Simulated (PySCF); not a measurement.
# Cu₂Te: map over both bonds

All numbers come from B3LYP/[Te def2-SVP with ECP28, Cu def2-SVP], scalar-relativistic core potentials, density fitting, no spin–orbit coupling, PySCF.

Rigid scan from the singlet minimum (Cu–Cu 2.503 Å, Te–Cu 2.425 Å (×2); Cu–Cu–Te 58.9° (×2), Cu–Te–Cu 62.2°). Coordinate: rows scale the first bond (Te–Cu), columns the second (Te–Cu). Energies in kJ/mol from the minimum.

Rows run from the largest first scale (top) to the smallest, columns from the smallest second scale to the largest. Lower edges of the bins (kJ/mol): '0' 0.04, '1' 0.50, '2' 1.23, '3' 2.39, '4' 4.23, '5' 7.14, '6' 11.75, '7' 19.07, '8' 30.66, '9' 49.03; top 78.
```
888899
766789
643578
530368
643468
765678
```

(1) Give the energies on the grid of the scan.

Results:

(1) 
```json
{"scale \\ scale": "0.94", "0.94": "26", "0.97": "15", "1.00": "11", "1.04": "13", "1.09": "23", "1.15": "42"}
{"scale \\ scale": "0.97", "0.94": "15", "0.97": "6", "1.00": "3", "1.04": "5", "1.09": "16", "1.15": "36"}
{"scale \\ scale": "1.00", "0.94": "11", "0.97": "3", "1.00": "0", "1.04": "4", "1.09": "15", "1.15": "35"}
{"scale \\ scale": "1.04", "0.94": "13", "0.97": "5", "1.00": "4", "1.04": "8", "1.09": "20", "1.15": "41"}
{"scale \\ scale": "1.09", "0.94": "23", "0.97": "16", "1.00": "15", "1.04": "20", "1.09": "34", "1.15": "56"}
{"scale \\ scale": "1.15", "0.94": "42", "0.97": "36", "1.00": "35", "1.04": "41", "1.09": "56", "1.15": "78"}
```
